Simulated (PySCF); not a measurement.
Delta-SCF ions had no search for a lower state. Excitations are Tamm–Dancoff values on a coarser integration grid. The basis has no diffuse functions, so Rydberg states are missing or too high.

## C$_{2}$H$_{12}$Si$_{5}$, SMILES `C#C[SiH2][Si]([SiH3])([SiH3])[SiH3]` (C–Si–Si–Si torsion 180°) (charge 0, multiplicity 1)

The numbers are results of PBE0-D3(BJ)/def2-TZVP // PBE0-D3(BJ)/def2-SVP (PySCF), not measurements.

The HOMO is -7.66 eV and the dipole moment comes out as 0.48 D. The LUMO comes out as -0.65 eV. The HOMO–LUMO gap is 7.02 eV. The S1 excitation (TDA) is 5.65 eV, the S1 oscillator strength is 0.003 and the brightest of the four lowest singlets (TDA) is 5.87 eV. The T1 excitation (TDA) comes out as 4.66 eV, the S1–T1 gap (TDA) is 0.99 eV and the vertical ionisation energy (Delta-SCF) is 9.16 eV. The total energy is -41639.11 eV and the cost comes out as around 22 core-minutes (rough).

```xyz
19

C      3.4585    -1.4344     0.3443
C      2.3397    -1.6101    -0.1030
Si     0.6242    -1.7703    -0.7315
Si    -0.5178     0.1676    -0.0763
Si    -2.7381     0.0980    -0.8174
Si     0.5982     2.0066    -1.0024
Si    -0.4374     0.2931     2.2609
H      4.4497    -1.2874     0.7360
H      0.6507    -1.9021    -2.2194
H     -0.0073    -2.9910    -0.1457
H     -3.4378    -1.0892    -0.2360
H     -2.7799    -0.0006    -2.3092
H     -3.4591     1.3382    -0.3950
H      0.6167     1.8916    -2.4934
H     -0.0997     3.2750    -0.6261
H      2.0037     2.0559    -0.4975
H      0.9835     0.3677     2.7179
H     -1.1667     1.5094     2.7365
H     -1.0811    -0.9179     2.8572
```
